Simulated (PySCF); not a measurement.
# Electron correlation in Co²⁺ (cobalt, charge +2)

[Ar] 3d7, high-spin 4F determinant. All numbers are calculated (PySCF 2.14, the spin-free X2C one-electron Hamiltonian (Gaussian nucleus), in aug-cc-pVTZ-DK). Frozen: [Ar]; 7 electrons correlated.

```
  level  correlation energy (mhartree)
   CCSD                        -184.42
    (T)                          -3.78
CCSD(T)                        -188.20
```

Diagnostics: T1 = 0.0064, D1 = 0.0097, largest double amplitude 0.021.

Cost of the coupled-cluster step: about 27 core-seconds, for 7 correlated electrons.

Iterations:

```
CC2 = 0
CCSD nocc = (np.int64(5), np.int64(2)), nmo = (84, 84)
frozen orbitals [[0, 1, 2, 3, 4, 5, 6, 7, 8], [0, 1, 2, 3, 4, 5, 6, 7, 8]]
max_cycle = 100
direct = 0
conv_tol = 1e-08
conv_tol_normt = 1e-06
diis_space = 8
diis_start_cycle = 0
Init t2, MP2 energy = -0.186927914652783
Init E_corr(UCCSD) = -0.186927914653628
cycle = 1  E_corr(UCCSD) = -0.182554991522958  dE = 0.00437292313  norm(t1,t2) = 0.0278136
cycle = 2  E_corr(UCCSD) = -0.184272886648599  dE = -0.00171789513  norm(t1,t2) = 0.00680425
cycle = 3  E_corr(UCCSD) = -0.184223868477949  dE = 4.90181706e-05  norm(t1,t2) = 0.00328143
cycle = 4  E_corr(UCCSD) = -0.184409417127516  dE = -0.00018554865  norm(t1,t2) = 0.00163163
cycle = 5  E_corr(UCCSD) = -0.18442196962627  dE = -1.25524988e-05  norm(t1,t2) = 0.000410945
cycle = 6  E_corr(UCCSD) = -0.184417184883201  dE = 4.78474307e-06  norm(t1,t2) = 0.000100098
cycle = 7  E_corr(UCCSD) = -0.184417975232942  dE = -7.9034974e-07  norm(t1,t2) = 4.04498e-05
cycle = 8  E_corr(UCCSD) = -0.184418375794351  dE = -4.0056141e-07  norm(t1,t2) = 1.34395e-05
cycle = 9  E_corr(UCCSD) = -0.184418144363193  dE = 2.31431158e-07  norm(t1,t2) = 7.36712e-06
cycle = 10  E_corr(UCCSD) = -0.184418162657107  dE = -1.82939138e-08  norm(t1,t2) = 3.14443e-06
cycle = 11  E_corr(UCCSD) = -0.184418195464344  dE = -3.28072374e-08  norm(t1,t2) = 1.06626e-06
cycle = 12  E_corr(UCCSD) = -0.184418186359749  dE = 9.10459522e-09  norm(t1,t2) = 2.46057e-07
UCCSD converged
E(UCCSD) = -1391.239943140251  E_corr = -0.184418186359749
UCCSD(T) correction = -0.00378451298005216
```
